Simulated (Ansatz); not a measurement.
Reaction (redistribution): `[Li][O]C` + `[GeH3][I]` → `[Li][I]` + `C[O][GeH3]`

Gas-phase electronic energies from Ansatz, PBE0-D4/def2-TZVP geometries. CCSD(T)/CBS adds triple-zeta CCSD(T) − MP2 to the extrapolated MP2 energy (def2 sets, frozen cores). DFT in def2-TZVPP. B3LYP here is the variant with VWN-RPA as its local correlation; programs differ in this. HSE06 is defined as in plane-wave codes. Elements past krypton have def2 core potentials. For Ge, I, Li outer-core shells are correlated without core-valence functions, which leaves a few kJ/mol of doubt a bond. Scalar relativity is left out up to krypton.

CCSD(T)/CBS gives -14.5 kcal/mol.

Task: Another level gave -15.4 kcal/mol. Which?
A. B3LYP-D4/def2-TZVPP
B. CCSD(T)/def2-TZVPP
C. BLYP/def2-TZVPP
D. HSE06-D4/def2-TZVPP

Result: B. CCSD(T)/def2-TZVPP -15.4, BLYP -9.1, HSE06-D4 -12.7, B3LYP-D4 -11.6 kcal/mol.

Task: What do rigid-rotor, harmonic-oscillator terms from PBE0-D4/def2-TZVP frequencies (298.15 K, 1 bar) make of the CCSD(T)/CBS value? (Estimate.)

Result: The calculation gave: ΔZPE = +0.8 kcal/mol, ΔH = -13.8 kcal/mol, ΔS = 5 J/(mol·K), ΔG = -14.2 kcal/mol.

Largest T1 diagnostic among the species: 0.013.

From BLYP to BHLYP (50 % exact exchange), in def2-TZVPP and without D4, ΔE moves by −6.1 kcal/mol. At CCSD(T), def2-SVP lies +1.1 kcal/mol from the extrapolated value and def2-TZVPP −0.8 kcal/mol. Leaving LDA and LC-ωPBE aside and taking each functional with its dispersion term where it has one, the values, not all of them listed here, spread over 6.2 kcal/mol, from r2SCAN0-D4 to BLYP-D4.
